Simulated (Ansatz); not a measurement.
Stepwise reaction of `[OH][Zr]([OH])([F])[SH]` with hydrogen chloride, as a gas-phase model of exchange steps in deposition or etching. ΔE in kJ/mol.

Calculated with Ansatz (gas phase, PBE0-D4/def2-TZVP geometries, no zero-point term in ΔE). CCSD(T)/CBS adds triple-zeta CCSD(T) − MP2 to the extrapolated MP2 energy (def2 sets, frozen cores). This one scheme is used for every species. Functionals use def2-TZVPP. B3LYP here is the variant with VWN-RPA as its local correlation; programs differ in this. def2 core potentials past Kr. For Zr outer-core shells are correlated without core-valence functions, which leaves a few kJ/mol of doubt a bond. Each species was taken in one conformer, which may not be the lowest.

```
step                                                           reaction  PBE-D4  B3LYP-D4  ωB97M-V  CCSD(T)/CBS
   1  `[OH][Zr]([OH])([F])[SH]` + HCl → `[OH][Zr]([F])([SH])[Cl]` + H₂O   -34.4     -31.4    -30.1        -34.3
   2  `[OH][Zr]([F])([SH])[Cl]` + HCl → `[F][Zr]([SH])([Cl])[Cl]` + H₂O   -22.6     -19.2    -16.8        -22.7
```

By hand: ΔE of the 2 steps together at CCSD(T)/CBS.

(-34.3) + (-22.7) = -57.0 kJ/mol, or -28.5 kJ/mol a step.

In ΔE each step is higher than the one before. All are downhill at CCSD(T)/CBS. PBE-D4 differs from CCSD(T)/CBS by -0.1 to 0.1 kJ/mol a step. Isolated molecules leave out the surface, adducts and barriers. Largest T1 diagnostic: 0.017.
